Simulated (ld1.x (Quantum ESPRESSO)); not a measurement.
# LDA (PZ) RRKJ dataset for selenium, scalar-relativistic all-electron reference.

ld1.x (Quantum ESPRESSO) 7.5 input, shortened:

```
&input
   title='Se', zed=34., rel=1, dft='PZ', iswitch=3,
   config='[Ar] 3d10 4s2 4p3.5'
 /
 &inputp
   pseudotype=2, tm=.false., rho0=0.02, lloc=-1, rcloc=0.80,
   nlcc=.true., rcore=0.50
 /
3
4S  1  0   2.00   0.00  1.50  1.50  0.0
3P  2  1   6.00   0.00  0.95  0.95  0.0
3D  3  2  10.00   0.00  0.70  0.70  0.0
 &test
   configts(1)='3p6 3d10 4s2 4p3.5'
 /
```

Occupied shells without a wave of their own: 4p. They enter only through the test configuration that unscreens the potential, and ld1.x also counts them in the model core charge.

All-electron outer shells of the reference configuration (LDA (PZ), scalar-relativistic, ld1.x):

| shell | level (eV) | outermost node (bohr) | outermost maximum (bohr) |
| --- | --- | --- | --- |
| 3s | -217.68 | 0.24 | 0.50 |
| 3p | -157.72 | 0.21 | 0.50 |
| 3d | -58.39 | – | 0.45 |
| 4s | -22.10 | 0.70 | 1.49 |
| 4p | -10.95 | 0.74 | 1.77 |

(1) Estimate the cutoffs (Ry, on a coarse ladder) from which the occupation-weighted sum of valence levels, in a spherical-Bessel basis at the reference potential, stays within 10 and 1 mRy of its value at 400 Ry.

(2) Does the potential have ghost states?

(3) Which valence shell sets the plane-wave cutoff?

(4) Tests: 3p6 3d10 4s2 4p4; 3p6 3d10 4s2 4p3; 3p6 3d10 4s2 4p2; 3p6 3d10 4s1 4p5; 3p6 3d10 4s2 4p4.3; 3p5 3d10 4s2 4p4; 3p6 3d10 4s2 4p0. Which has the largest error in its energy relative to the reference configuration, and how large is it?

## Answers

(1) over 300 Ry and over 300 Ry.

(2) Ghost state, extra bound levels that the all-electron valence spectrum of the same l lacks: s at -251.9 eV. A true bound ghost makes a file unfit for plane-wave use.

(3) 3d: its level needs over 300 Ry to come within 1 mRy, against 160 Ry for 4p.

(4) 3p6 3d10 4s2 4p0, with -2701 meV (all-electron minus pseudo) on +100.91 eV.

ld1.x takes every shell without a wave as core, so the model core holds the 4p electrons as well and exchange and correlation see them twice. This cancels in the reference configuration, but the file is broken for other ones, and its errors say nothing about a proper core correction.
